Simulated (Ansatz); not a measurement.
Ansatz results at the PBE0-D4/def2-TZVP geometry: HOMO–LUMO gap (ωB97M-V/def2-TZVPP) 11.07 eV; LUMO energy (PBE0/def2-TZVPP) 0.83 eV; LUMO energy (ωB97M-V/def2-TZVPP) 2.09 eV.

Each molecule was computed in one conformer, which needn't be the lowest.

**Question.** Which molecule gave them?
A. `F[C]1=C[CH2][AlH]1`
B. `O[CH2][SnH2][Cl]`
C. `BCC(=N)N`
D. `CC1NB1N`

**Answer.** D. The others give `O[CH2][SnH2][Cl]`: 11.36, -0.48, 1.14; `F[C]1=C[CH2][AlH]1`: 9.64, -1.49, 0.16; `BCC(=N)N`: 9.67, -1.56, 0.35.
